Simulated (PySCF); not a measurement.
Isomers of C6H5OP.

All values: PBE0/pcSseg-1 (PySCF) at GFN2-xTB geometries, gas phase, one conformer each.

(1) Rank by HOMO–LUMO gap, highest first.
A. `[O:1]=[CH:2][c:3]1[cH:4][cH:5][cH:6][cH:7][p:8]1` with O1–C2–C3–C4 0°
B. `c1c(pc(C)o1)C#C`
C. `C#Cc1oc(C)cp1`

(2) Rank by HOMO energy, highest first.
A. `C#Cc1oc(C)cp1`
B. `C#Cc1coc(C)p1`
C. `[O:1]=[CH:2][c:3]1[cH:4][cH:5][cH:6][p:7][cH:8]1` with O1–C2–C3–C4 0°

(3) Rank by dipole moment, highest first.
A. `[O:1]=[CH:2][c:3]1[cH:4][cH:5][cH:6][p:7][cH:8]1` with O1–C2–C3–C4 0°
B. `[O:1]=[CH:2][c:3]1[cH:4][cH:5][cH:6][cH:7][p:8]1` with O1–C2–C3–C4 0°
C. `C#Cc1coc(C)p1`

Results:

(1) B (5.76 eV), A (5.12 eV), C (4.80 eV).

(2) A (-6.41 eV), B (-6.72 eV), C (-7.60 eV).

(3) B (3.60 D), A (1.82 D), C (1.55 D).

All values together:

| SMILES | μ (D) | HOMO (eV) | LUMO (eV) | lowest IAO charge (e) | highest IAO charge (e) | lowest Hirshfeld charge (e) | highest Hirshfeld charge (e) |
| --- | --- | --- | --- | --- | --- | --- | --- |
| O=Cc1ccccp1 | 3.60 | -7.60 | -2.48 | -0.397 (O) | +0.392 (P) | -0.223 (O) | +0.121 (P) |
| C#Cc1coc(C)p1 | 1.55 | -6.72 | -0.96 | -0.437 (C) | +0.276 (P) | -0.122 (C) | +0.092 (H) |
| O=Cc1cccpc1 | 1.82 | -7.60 | -2.37 | -0.388 (O) | +0.385 (P) | -0.215 (O) | +0.123 (C) |
| C#Cc1oc(C)cp1 | 1.94 | -6.41 | -1.61 | -0.445 (C) | +0.328 (P) | -0.151 (C) | +0.097 (H) |

Conformers: `[O:1]=[CH:2][c:3]1[cH:4][cH:5][cH:6][cH:7][p:8]1` with O1–C2–C3–C4 0°; `[O:1]=[CH:2][c:3]1[cH:4][cH:5][cH:6][p:7][cH:8]1` with O1–C2–C3–C4 0°.
